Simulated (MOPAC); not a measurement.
Input for MOPAC: PM3 on ClH3O (a complex), monomers drawn apart or pushed together.

```
PM3 1SCF PRECISE CHARGE=0 THREADS=1
ClH3O

O      0.21157495 1     0.56181731 1     0.17730787 1
H      0.72367650 1    -0.15697846 1    -0.20989852 1
H     -0.66149254 1     0.51654990 1    -0.22834170 1
Cl     0.07274301 1     0.37015637 1     3.59265170 1
H      0.14858200 1     0.49048371 1     2.29614898 1
```

Program output:

```
*******************************************************************************
 **                                                                           **
 **                              MOPAC v23.2.5                                **
 **                                                                           **
 *******************************************************************************
 ** MOPAC's Digital Object Identifier: https://doi.org/10.5281/zenodo.6511958 **
 **                                                                           **
 ** Please cite the open-source release paper for use of this MOPAC version:  **
 ** J. E. Moussa and J. J. P. Stewart (2026)                                  **
 ** MOPAC: An open-source semiempirical molecular orbital program             **
 ** J. Open Source Softw., 11(119), 8025, https://doi.org/10.21105/joss.08025 **
 *******************************************************************************

                              PM3 CALCULATION RESULTS

 *******************************************************************************
 *  PM3        - The PM3 Hamiltonian to be used
 *
 *
 *
 *                 CHARGE ON SYSTEM = 0
 *
 *
 *
 *  PRECISE    - TIGHTER CRITERIA TO BE USED
 *  1SCF       - DO 1 SCF AND THEN STOP
 *  THREADS=1  - MULTI-THREADING NOT USED
 *  T=         - A TIME OF 172800.0 SECONDS REQUESTED
 *  DUMP=N     - RESTART FILE WRITTEN EVERY 7200.0 SECONDS REQUESTED
 *******************************************************************************
PM3 1SCF PRECISE CHARGE=0 THREADS=1
 ClH3O

   ATOM   CHEMICAL          X               Y               Z
  NUMBER   SYMBOL      (ANGSTROMS)     (ANGSTROMS)     (ANGSTROMS)

     1       O          0.21157495  *   0.56181731  *   0.17730787  *
     2       H          0.72367650  *  -0.15697846  *  -0.20989852  *
     3       H         -0.66149254  *   0.51654990  *  -0.22834170  *
     4      Cl          0.07274301  *   0.37015637  *   3.59265170  *
     5       H          0.14858200  *   0.49048371  *   2.29614898  *



          CARTESIAN COORDINATES

    NO.       ATOM           X           Y           Z

     1         O          0.2116      0.5618      0.1773
     2         H          0.7237     -0.1570     -0.2099
     3         H         -0.6615      0.5165     -0.2283
     4        Cl          0.0727      0.3702      3.5927
     5         H          0.1486      0.4905      2.2961

  H: (PM3): J. J. P. STEWART, J. COMP. CHEM. 10, 209 (1989).
  O: (PM3): J. J. P. STEWART, J. COMP. CHEM. 10, 209 (1989).
 Cl: (PM3): J. J. P. STEWART, J. COMP. CHEM. 10, 209 (1989).

           Empirical Formula: H3 O Cl  =     5 atoms



      MOLECULAR POINT GROUP   :   Cs


      RHF CALCULATION, NO. OF DOUBLY OCCUPIED LEVELS = 8


 -------------------------------------------------------------------------------
 PM3 1SCF PRECISE CHARGE=0 THREADS=1
 ClH3O



     1SCF WAS SPECIFIED, SO BFGS WAS NOT USED
     SCF FIELD WAS ACHIEVED


                              PM3 CALCULATION
                                                       MOPAC v23.2.5 Linux




          FINAL HEAT OF FORMATION =        -75.72067 KCAL/MOL =    -316.81529 KJ/MOL


          COSMO AREA              =         87.99 SQUARE ANGSTROMS
          COSMO VOLUME            =         64.72 CUBIC ANGSTROMS

          IONIZATION POTENTIAL    =         10.773983 EV
          HOMO LUMO ENERGIES (EV) =        -10.774  1.770
          NO. OF FILLED LEVELS    =          8
          MOLECULAR WEIGHT        =         54.4761         POINT GROUP:  Cs

          MOLECULAR DIMENSIONS (Angstroms)

            Atom       Atom       Distance
           Cl     4    H     2     3.89371
            H     3    H     2     1.50990
            O     1    H     2     0.40230


          SCF CALCULATIONS        =          1





   ATOM   CHEMICAL          X               Y               Z
  NUMBER   SYMBOL      (ANGSTROMS)     (ANGSTROMS)     (ANGSTROMS)

     1       O          0.21157495  *   0.56181731  *   0.17730787  *
     2       H          0.72367650  *  -0.15697846  *  -0.20989852  *
     3       H         -0.66149254  *   0.51654990  *  -0.22834170  *
     4      Cl          0.07274301  *   0.37015637  *   3.59265170  *
     5       H          0.14858200  *   0.49048371  *   2.29614898  *

                             CARTESIAN COORDINATES

   1    O        0.211574950     0.561817310     0.177307870
   2    H        0.723676500    -0.156978460    -0.209898520
   3    H       -0.661492540     0.516549900    -0.228341700
   4   Cl        0.072743010     0.370156370     3.592651700
   5    H        0.148582000     0.490483710     2.296148980


           Empirical Formula: H3 O Cl  =     5 atoms



      MOLECULAR POINT GROUP   :   Cs


                  EIGENVALUES
 -55.17098 -37.24505 -17.98163 -15.43270 -14.41539 -12.70717 -10.77509 -10.77398
   1.76992   3.60825   4.66237


              NET ATOMIC CHARGES AND DIPOLE CONTRIBUTIONS

  ATOM NO.   TYPE          CHARGE      No. of ELECS.   s-Pop       p-Pop
    1          O          -0.365922        6.3659     1.76991     4.59601
    2          H           0.188212        0.8118     0.81179
    3          H           0.188211        0.8118     0.81179
    4         Cl          -0.154009        7.1540     1.96848     5.18553
    5          H           0.143508        0.8565     0.85649
 DIPOLE           X         Y         Z       TOTAL
 POINT-CHG.    -0.267    -0.598    -1.783     1.899
 HYBRID        -0.194    -0.433    -1.252     1.339
 SUM           -0.461    -1.031    -3.035     3.238


          ATOMIC ORBITAL ELECTRON POPULATIONS

     Atom    s        px        py        pz
    1  O   1.76991   1.29207   1.58993   1.71401
    2  H   0.81179
    3  H   0.81179
    4 Cl   1.96848   1.99715   1.99275   1.19563
    5  H   0.85649

 **********************
 *                    *
 * JOB ENDED NORMALLY *
 *                    *
 **********************




 == MOPAC DONE ==
```

The run finished.

Cost: about 0.03 core-seconds (a rough figure).
